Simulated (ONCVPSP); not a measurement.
## u(r) = r·R(r): atom against pseudo-atom (Ti)

Columns: radius, all-electron u(r) and pseudo u(r) of the 3s shell (level -62.96 eV) of titanium in the configuration [Ne] 3s2 3p6 3d2 4s1.5 4p0.5; LDA (Perdew-Wang 92), scalar-relativistic, ONCV scheme, ONCVPSP 4.0.1.

```json
{"r (bohr)": "0.125", "all-electron": "-0.2558", "pseudo": "0.2110"}
{"r (bohr)": "0.250", "all-electron": "-0.5615", "pseudo": "0.4167"}
{"r (bohr)": "0.375", "all-electron": "-0.1209", "pseudo": "0.6092"}
{"r (bohr)": "0.500", "all-electron": "0.4384", "pseudo": "0.7770"}
{"r (bohr)": "0.625", "all-electron": "0.8444", "pseudo": "0.9067"}
{"r (bohr)": "0.750", "all-electron": "1.0543", "pseudo": "0.9868"}
{"r (bohr)": "0.875", "all-electron": "1.1089", "pseudo": "1.0120"}
{"r (bohr)": "1.000", "all-electron": "1.0630", "pseudo": "0.9844"}
{"r (bohr)": "1.125", "all-electron": "0.9628", "pseudo": "0.9141"}
{"r (bohr)": "1.250", "all-electron": "0.8397", "pseudo": "0.8154"}
{"r (bohr)": "1.375", "all-electron": "0.7133", "pseudo": "0.7036"}
{"r (bohr)": "1.500", "all-electron": "0.5944", "pseudo": "0.5916"}
{"r (bohr)": "1.625", "all-electron": "0.4884", "pseudo": "0.4878"}
{"r (bohr)": "1.750", "all-electron": "0.3968", "pseudo": "0.3967"}
{"r (bohr)": "1.875", "all-electron": "0.3196", "pseudo": "0.3196"}
{"r (bohr)": "2.000", "all-electron": "0.2557", "pseudo": "0.2556"}
{"r (bohr)": "2.125", "all-electron": "0.2034", "pseudo": "0.2034"}
{"r (bohr)": "2.250", "all-electron": "0.1611", "pseudo": "0.1611"}
{"r (bohr)": "2.375", "all-electron": "0.1271", "pseudo": "0.1271"}
{"r (bohr)": "2.500", "all-electron": "0.1000", "pseudo": "0.1000"}
{"r (bohr)": "2.625", "all-electron": "0.0785", "pseudo": "0.0785"}
{"r (bohr)": "2.750", "all-electron": "0.0614", "pseudo": "0.0614"}
{"r (bohr)": "2.875", "all-electron": "0.0480", "pseudo": "0.0480"}
{"r (bohr)": "3.000", "all-electron": "0.0374", "pseudo": "0.0374"}
{"r (bohr)": "3.125", "all-electron": "0.0292", "pseudo": "0.0291"}
{"r (bohr)": "3.250", "all-electron": "0.0227", "pseudo": "0.0227"}
```

Question: How many radial nodes do the two functions have?

Answer: The all-electron 3s function has n − l − 1 = 2 (the table is too coarse to show those close to the nucleus); the pseudo-wave has 0, since the states of the same l below it are removed with the core.

Question: At about which radius was the pseudo-wave matched?

Answer: 1.85 bohr, where the columns begin to agree (steps of 0.12 bohr).

Question: Is the pseudo-wave norm-conserving?

Answer: Yes: the ONCV scheme keeps the norm inside the radius equal to the all-electron one, which fixes the energy derivative of the logarithmic derivative at the level.
